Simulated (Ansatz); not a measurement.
**Ligand exchange: C2H3BrO + SiH2(CH3)(NH2) → C2H5NO + SiH2(CH3)Br**

Species: C2H3BrO (acetyl bromide) `CC(=O)Br`, singlet; SiH2(CH3)(NH2), singlet; C2H5NO (acetamide) `CC(N)=O`, singlet; SiH2(CH3)Br, singlet. The partners trade Br for NH2: C–Br and Si–NH2 bonds give way to C–NH2 and Si–Br.

Shapes, held fixed at every level: PBE0-D4/def2-TZVP. Flexible molecules stand in one conformer, not always the lowest. Programs: Ansatz 0.2.0. The zero-point and thermal change to 298 K, harmonic and unscaled (PBE0-D4/def2-TZVP), is +5.5 kJ/mol.

| level | kind | ΔH(298 K) (kJ/mol) | less CCSD(T)/def2-TZVPP | CPU time (sum over the molecules) |
| --- | --- | --- | --- | --- |
| HF/def2-SVP | Hartree–Fock | -124.4 | -44.7 | – |
| r2SCAN0-D4/def2-TZVPP | global hybrid | -92.6 | -12.9 | 33 s |
| wB97M-V/def2-TZVPP | range-separated hybrid | -88.2 | -8.5 | 72 s |
| wB97X-V/def2-TZVPP | range-separated hybrid | -91.8 | -12.1 | 53 s |
| MP2/def2-TZVPP | perturbation theory | -79.1 | +0.6 | – |
| CCSD(T)/def2-SVP | coupled cluster or CI | -97.4 | -17.7 | 25 s |
| CCSD(T)/def2-TZVPP | coupled cluster or CI | -79.7 | 0.0 | 7.3 min |

The highest level, CCSD(T)/def2-TZVPP, gives ΔH(298 K) = -79.7 kJ/mol; the levels span -124.4 to -79.1. The column of differences is taken from that level and isn't an error. No measured value is set beside it here. Relativity is left out for Br unless named. Correlated rows may include outer-core shells of Br, which these sets cover unevenly. Times are processor times on shared x86 and Arm servers, and rough.
